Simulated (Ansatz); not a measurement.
Consider the redistribution: `F[Si]1(F)BC1` + `Cl[CH2][GeH3]` → `F[SiH]1BC1` + `[F][GeH2][CH2]Cl`.

Calculated with Ansatz (gas phase, PBE0-D4/def2-TZVP geometries, no zero-point term in ΔE). CCSD(T)/CBS adds triple-zeta CCSD(T) − MP2 to the extrapolated MP2 energy (def2 sets, frozen cores). DFT in def2-TZVPP. For Ge outer-core shells are correlated without core-valence functions, which leaves a few kJ/mol of doubt a bond. Scalar relativity is left out up to krypton. Each species was taken in one conformer, which may not be the lowest.

`F[Si]1(F)BC1`:

```xyz
8

F     1.496   -0.938   -1.358
Si    0.322   -0.961   -0.290
F    -0.642   -2.104   -0.813
B     0.050    0.138    1.193
C    -0.214    0.955   -0.024
H    -0.517    0.112    2.234
H    -0.983    1.724   -0.081
H     0.489    1.073   -0.861
```

`Cl[CH2][GeH3]`:

```xyz
8

Cl    1.998   -0.513   -0.940
C     0.550   -0.830    0.048
Ge   -0.643    0.733    0.049
H     0.051   -1.703   -0.368
H     0.886   -1.066    1.057
H     0.109    1.934    0.636
H    -1.075    1.030   -1.393
H    -1.877    0.414    0.911
```

`F[SiH]1BC1`:

Z-matrix (Å, degrees):
```
Si
B 1 1.887
C 1 2.007 2 44.8
F 1 1.601 2 125.6 3 74.0
H 1 1.483 2 129.7 3 -102.1
H 2 1.186 1 139.7 3 132.6
H 3 1.099 1 81.4 2 135.4
H 3 1.089 1 144.8 2 -112.2
```

`[F][GeH2][CH2]Cl`:

Cartesian coordinates in Å:
```
F -0.290 -1.876 -0.989
Ge 0.484 -0.335 -0.753
C -0.503 0.547 0.686
Cl -0.145 -0.195 2.260
H 1.938 -0.624 -0.370
H 0.331 0.421 -2.084
H -0.242 1.604 0.743
H -1.574 0.459 0.507
```

```csv
species,r2SCAN energy (Eh)
`F[Si]1(F)BC1`,-553.97852
`Cl[CH2][GeH3]`,-2578.26635
`F[SiH]1BC1`,-454.65283
`[F][GeH2][CH2]Cl`,-2677.55841
```

**Question.** Work out ΔE.

**Answer.** ΔE = (-454.65283) + (-2677.55841) − (-553.97852) − (-2578.26635) = 0.03363 Eh = +0.92 eV. CCSD(T)/CBS gives +0.93 eV.

Largest T1 diagnostic among the species: 0.014.

In def2-TZVPP, CCSD(T) changes the Hartree–Fock value by +0.08 eV (the triples alone add +0.00 eV) and MP2 by +0.09 eV.
